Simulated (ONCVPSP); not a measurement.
**Reading a pseudo-wave (strontium (Sr))**

Columns: radius, all-electron u(r) and pseudo u(r) of the 4s shell (level -47.32 eV) of strontium in the configuration [Ar] 3d10 4s2 4p6 5s1; LDA (Perdew-Zunger), scalar-relativistic, ONCV scheme, ONCVPSP 4.0.1.

```json
{"r (bohr)": "0.095", "all-electron": "0.2923", "pseudo": "0.0050"}
{"r (bohr)": "0.190", "all-electron": "0.0698", "pseudo": "0.0241"}
{"r (bohr)": "0.285", "all-electron": "-0.3809", "pseudo": "0.0685"}
{"r (bohr)": "0.380", "all-electron": "-0.5137", "pseudo": "0.1437"}
{"r (bohr)": "0.475", "all-electron": "-0.3639", "pseudo": "0.2487"}
{"r (bohr)": "0.570", "all-electron": "-0.0794", "pseudo": "0.3765"}
{"r (bohr)": "0.665", "all-electron": "0.2289", "pseudo": "0.5155"}
{"r (bohr)": "0.760", "all-electron": "0.5007", "pseudo": "0.6523"}
{"r (bohr)": "0.855", "all-electron": "0.7117", "pseudo": "0.7739"}
{"r (bohr)": "0.950", "all-electron": "0.8576", "pseudo": "0.8705"}
{"r (bohr)": "1.045", "all-electron": "0.9445", "pseudo": "0.9360"}
{"r (bohr)": "1.140", "all-electron": "0.9825", "pseudo": "0.9687"}
{"r (bohr)": "1.235", "all-electron": "0.9828", "pseudo": "0.9710"}
{"r (bohr)": "1.330", "all-electron": "0.9551", "pseudo": "0.9475"}
{"r (bohr)": "1.425", "all-electron": "0.9084", "pseudo": "0.9044"}
{"r (bohr)": "1.520", "all-electron": "0.8495", "pseudo": "0.8478"}
{"r (bohr)": "1.615", "all-electron": "0.7838", "pseudo": "0.7833"}
{"r (bohr)": "1.710", "all-electron": "0.7154", "pseudo": "0.7153"}
{"r (bohr)": "1.805", "all-electron": "0.6471", "pseudo": "0.6471"}
{"r (bohr)": "1.900", "all-electron": "0.5810", "pseudo": "0.5810"}
{"r (bohr)": "1.995", "all-electron": "0.5184", "pseudo": "0.5184"}
{"r (bohr)": "2.090", "all-electron": "0.4601", "pseudo": "0.4600"}
{"r (bohr)": "2.185", "all-electron": "0.4065", "pseudo": "0.4064"}
{"r (bohr)": "2.280", "all-electron": "0.3577", "pseudo": "0.3576"}
{"r (bohr)": "2.375", "all-electron": "0.3136", "pseudo": "0.3136"}
{"r (bohr)": "2.470", "all-electron": "0.2742", "pseudo": "0.2742"}
```

(1) How many radial nodes do the two functions have?

(2) At about which radius was the pseudo-wave matched?

(3) Is the pseudo-wave norm-conserving?

Results:

(1) The all-electron 4s function has n − l − 1 = 3 (the table is too coarse to show those close to the nucleus); the pseudo-wave has 0, since the states of the same l below it are removed with the core.

(2) 1.85 bohr. The columns agree to 0.0005 from 1.71 bohr on; several derivatives are matched, so the curves merge somewhat inside the radius.

(3) Yes: the ONCV scheme keeps the norm inside the radius equal to the all-electron one, which fixes the energy derivative of the logarithmic derivative at the level.
